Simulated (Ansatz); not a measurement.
Geometry optimisation, Ansatz, RKS PBE-D4/def2-SVP.

Input:

```yaml
crystal:
  periodic: [false, false, false]
  atoms:
    - { symbol: W, position_ang: [-0.105901, -0.004648, 0.578544] }
    - { symbol: Cl, position_ang: [1.245138, -0.016137, 2.512448] }
    - { symbol: H, position_ang: [1.480287, 0.00707, -0.054825] }
    - { symbol: H, position_ang: [0.262396, 1.432227, -0.207895] }
    - { symbol: O, position_ang: [-1.927465, -0.056056, -0.042907] }
    - { symbol: H, position_ang: [-2.599441, -0.061449, 0.675163] }
    - { symbol: H, position_ang: [0.307413, -1.425607, -0.209621] }
    - { symbol: H, position_ang: [0.061774, -0.0017, -1.085906] }
basis:
  gaussian: { orbitals: def2-SVP }
hamiltonian:
  xc: pbe
  dispersion: d4
relax:
  f_tol: 0.03
  max_steps: 50
```

Command:

```bash
$ ansatz run input.yaml --threads 1 --pin off --max-ram 2048MiB --backend cpu --events-out ev --progress --plain --runs-dir out
```

Q: Where does it end, and by what steps?

A: The forces met the threshold. After 3 steps the energy has fallen by 0.038 eV; Cl2 moved furthest, 0.09 Å.

| step | energy less start (eV) | largest force component (eV/Å) | accepted |
| --- | --- | --- | --- |
| 0 | 0.0000 | 0.858 | yes |
| 1 | -0.0112 | 0.471 | yes |
| 2 | -0.0376 | 0.098 | yes |
| 3 | -0.0381 | 0.017 | yes |

```xyz
8
Properties=species:S:1:pos:R:3
W -0.078 -0.004 0.582
Cl 1.155 -0.018 2.535
H 1.457 0.011 -0.118
H 0.287 1.432 -0.209
O -1.905 -0.052 -0.025
H -2.564 -0.065 0.705
H 0.328 -1.425 -0.211
H 0.044 -0.005 -1.093
```

Whether the end is a true minimum wasn't checked by a vibrational analysis.

Time of the run: 17 s on 1 thread of Arm Neoverse V2 (shared host), peak memory 0.13 GiB.
